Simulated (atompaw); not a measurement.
Before and after: PAW (atompaw) potential for calcium

atompaw 4.2.0.5 input, output lines left out:

```
Ca 20
GGA-PBE scalarrelativistic loggrid 1500 logderivrange -5 5 251
4 4 3 0 0 0
4 0 1.75
4 1 0.25
3 2 0
0 0 0
c
c
v
v
c
v
v
v
2
3.00 2.95 2.50 2.70
n
n
y
2.35
n
custom polynom2 7 10 vanderbiltortho besselshape
3 0.5 troulliermartins
1.35
3.00
1.50
2.80
3.00
3.00
```

All-electron outer shells of the reference configuration (PBE, scalar-relativistic, ld1.x):

```tsv
shell	level (eV)	outermost node (bohr)	outermost maximum (bohr)
2s	-414.73	0.10	0.30
2p	-335.10	–	0.25
3s	-47.44	0.45	0.99
3p	-28.36	0.42	1.04
4s	-3.94	1.43	3.38
3d	-2.23	–	1.27
4p	-1.55	1.62	4.34
```

Change: core [Ar], valence charge 2; reference 3d0 4s1 4p0; waves now 4s (bound): rc 2.65 bohr; 4s channel at 0.35 Ry: rc 2.65 bohr; 4p (bound): rc 3.00 bohr; 4p channel at 0.55 Ry: rc 3.00 bohr; 3d (bound): rc 1.75 bohr; 3d channel at 1.7 Ry: rc 3.00 bohr; local potential troulliermartins scheme with l = 3 at 0.5 Ry, radius 2.45 bohr; core correction smooth core density matched at 2.05 bohr; augmentation besselshape compensation charge, radius 2.35 bohr; PAW radius 3.00 bohr; waves and projectors: custom polynom2 7 10 vanderbiltortho.

Cutoffs: the cutoffs (Ry, on a coarse ladder) from which the occupation-weighted sum of valence levels, in a spherical-Bessel basis at the reference potential, stays within 10 and 1 mRy of its value at 400 Ry; they do not see the model core or the augmentation charge, which bear on the density cutoff.

Task: What does the change do?

Result: The potential gets softer (25 Ry and 140 Ry → 6 Ry and 10 Ry); a bound ghost appears in s, which as a rule spoils a file; the range in which the s phases agree widens (upper end 2.2 → 3.6); the range in which the p phases agree narrows (upper end 2.0 → 0.8). The shells moved into the core no longer need plane waves of their own. Several settings change at once here, so the effects cannot be laid on one of them.

| quantity | base | changed |
| --- | --- | --- |
| cutoff, loose | 25 Ry | 6 Ry |
| cutoff, tight | 140 Ry | 10 Ry |
| bound ghosts | none | s |
| s: phases at 3.02 bohr within 0.05 rad from the reference energy up to (Ry; the scan ends near 5) | 2.2 | 3.6 |
| p: phases at 3.02 bohr within 0.05 rad from the reference energy up to (Ry; the scan ends near 5) | 2.0 | 0.8 |
| d: phases at 3.02 bohr within 0.05 rad from the reference energy up to (Ry; the scan ends near 5) | 0.3 | 4.5 |
| lowest overlap eigenvalue by channel | s 0.39, p 0.50, d 1.00 | s 0.48, p 1.00, d 0.66 |

Changed file: The cutoffs count occupied waves only; the empty 3d level needs 18 Ry at the loose tolerance. A true bound ghost makes a file unfit for plane-wave use even where its test errors are small: the radial tests pick states by their node count and pass the ghost by. The cutoffs see the waves, projectors and local potential, not the compensation charge or the core.
